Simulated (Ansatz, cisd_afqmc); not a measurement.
System: SnNH₃, charge 0, singlet. SnNH3 (SMILES [NH2][SnH]).
B3LYP-D3(BJ)/def2-TZVP minimum from Ansatz (an electronic-structure program):
```
N
H 1 1.0089
H 1 1.0090 2 111.46
Sn 1 2.0286 2 125.08 3 -180.00
H 4 1.7887 1 91.15 2 0.00
```

Atomisation energy term by term, kcal/mol (programs: Ansatz, cisd_afqmc). Radicals and triplets start from unrestricted determinants; spin-orbit coupling is neglected. Correlated methods leave the cores frozen (noble-gas shells, and filled d and f shells in the p block). Past Kr the def2 sets carry scalar-relativistic core potentials. AFQMC is phaseless with a CISD trial state; ± is one standard error, without the phaseless bias. Outlying blocks are dropped, and bars are widened where a walk drifts. Over all cases where full CI ran beside it in this data, AFQMC minus full CI had a median of +0.1 mEh and passed +0.4 mEh in a tenth of the cases. CBS(X,Y): correlation extrapolated as X^-3, Hartree-Fock from the larger set. A bracket is a step between two methods taken in the basis named. For partners of very few electrons the exact lower level stands in for a higher one. Spin-orbit terms, left out, reach several kcal/mol for Br and I, and more for heavier atoms.

| term | basis | kcal/mol |
|---|---|---|
| Hartree-Fock | def2-QZVPP | 205.33 |
| CCSD correlation | CBS(def2-TZVPP,def2-QZVPP) | 114.24 |
| (T) | CBS(def2-TZVPP,def2-QZVPP) | 6.72 |
| CCSDT(Q) - CCSD(T) | def2-TZVPP | 0.39 |
| CCSDTQ - CCSDT(Q) | def2-SVP | -0.09 |
| sum: De |  | 326.6 |

The step beyond CCSD(T) by other levels: CCSDTQ in def2-SVP 0.63; AFQMC/CISD in def2-SVP 0.51 ± 0.25; CCSDT(Q) in def2-SVP 0.73 kcal/mol.
